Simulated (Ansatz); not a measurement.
Ansatz (a first-principles code) input (HF/aug-cc-pVQZ):

Ansatz 0.2 input:
```yaml
crystal:
  periodic: [false, false, false]
  atoms:
    - {symbol: C, position_ang: [3.11326571, 0.14954287, -0.08124591]}
    - {symbol: C, position_ang: [1.78748662, -0.42601301, 0.41762549]}
    - {symbol: C, position_ang: [0.56009803, 0.23708908, -0.20525635]}
    - {symbol: C, position_ang: [-0.77908281, -0.31435423, 0.27151064]}
    - {symbol: C, position_ang: [-2.03191807, 0.37024336, -0.37131236]}
    - {symbol: O, position_ang: [-3.19506019, -0.10216955, 0.03684895]}
    - {symbol: H, position_ang: [3.20417429, 0.03554581, -1.16536467]}
    - {symbol: H, position_ang: [3.97605337, -0.34183615, 0.37951201]}
    - {symbol: H, position_ang: [3.18138251, 1.21880918, 0.13921465]}
    - {symbol: H, position_ang: [1.73579525, -0.32707519, 1.50780067]}
    - {symbol: H, position_ang: [1.75842817, -1.50209168, 0.21231375]}
    - {symbol: H, position_ang: [0.62019035, 0.13877398, -1.29726365]}
    - {symbol: H, position_ang: [0.59753031, 1.31519760, -0.00022533]}
    - {symbol: H, position_ang: [-0.86930234, -0.20557939, 1.35979613]}
    - {symbol: H, position_ang: [-0.84652172, -1.38826372, 0.05585521]}
    - {symbol: H, position_ang: [-1.83666055, 0.28974363, -1.49612697]}
    - {symbol: H, position_ang: [-1.85968495, 1.48508394, -0.17823249]}
basis:
  gaussian:
    orbitals: aug-cc-pVQZ
hamiltonian:
  xc: hf
total_charge: -1
```

End of the output:

```
integrals: 3.41 GiB planned
2277 factors; their error is unknown
13.65 GiB of device memory are held for the factors and their scratch space
mean field: 17.38 GiB planned
mean field evaluation 1: about -7360.3156 eV, gradient 4.4e1 eV
mean field evaluation 2: about -7364.0028 eV, gradient 2.7e1 eV
mean field evaluation 4: about -7365.3703 eV, gradient 1.5e0 eV
mean field evaluation 8: about -7365.3804 eV, gradient 1.0e-1 eV
mean field -7365.38039057 eV, -270.6727369194 hartree, gradient 3.8e-5 eV, S^2 0.000000; 0 other end points of the search recorded, 0 dependent functions left out
reference -7365.38039057 eV, -270.6727369194 hartree; 25, 25 occupied and 961, 961 virtual orbitals, 2277 factors
Total energy: -7365.38039057 eV, -270.6727369194 hartree
```

It need not be the lowest isomer of its formula. Whether it binds its extra electron was not tested at this geometry.
